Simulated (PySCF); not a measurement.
Start geometry of `C=C1C=C1[O][GeH3]` from GFN2-xTB (Å):
```
atom  x, y, z in Å
C1     2.1086    0.5498    0.3175
C2     1.2807   -0.1960   -0.3919
C3     0.9665   -1.1898   -1.4188
C4     0.0050   -0.6763   -0.7255
O5    -1.3276   -0.6510   -0.5100
Ge6   -2.1532    0.3860    0.7091
H7     1.7097    1.2332    1.0736
H8     3.1690    0.5807    0.1570
H9     1.3427   -1.8406   -2.1445
H10   -3.5523   -0.0530    0.4582
H11   -1.6429    0.0116    2.0788
H12   -1.8665    1.8171    0.3875
```

**Question.** What comes out of this run: PBE0-D3(BJ)/def2-SVP geometry optimisation, gas phase (PySCF 2.14.0)?

**Answer.** 
```
atom  x, y, z in Å
C1     1.9445    0.8379    0.1493
C2     1.1862   -0.0565   -0.4930
C3     0.9915   -1.1075   -1.4757
C4    -0.0522   -0.7246   -0.7519
O5    -1.3218   -0.8614   -0.4740
Ge6   -2.0330    0.1362    0.8873
H7     1.5165    1.4810    0.9208
H8     3.0056    0.9461   -0.0825
H9     1.4323   -1.7391   -2.2425
H10   -3.5370   -0.0583    0.6888
H11   -1.5223   -0.4646    2.2026
H12   -1.5669    1.5806    0.6749
```

The energy falls by 4.9 kcal/mol over 8 energy and gradient evaluations, the largest force component goes from 0.0796 to 2.7e-04 Eh/bohr, and the atoms move by 0.209 Å rms after alignment. Among the bonds, C4–O5, C3–H9 and Ge6–H10 change most and about equally (-0.043 to +0.042 Å). Bonds longer at the end by more than 0.005 Å: 9 of 12; shorter: 2. Among the angles that change most is C4–O5–Ge6, from 124.8° to 118.6°. Among the dihedrals that turn most is C4–O5–Ge6–H10, from 180° to 168°. Rotational constants go from 5667, 1194, 998.6 to 5352, 1277, 1045 MHz. The orientation of the end geometry is arbitrary; only internal coordinates are fixed.

The run used 132 basis functions and 55 SCF cycles in all. Time: 60 s wall; peak memory 0.50 GiB. Hardware: one thread, Arm Neoverse V1 (aarch64), no GPU (shared host).

No frequency check. The numbers are those of one conformer.
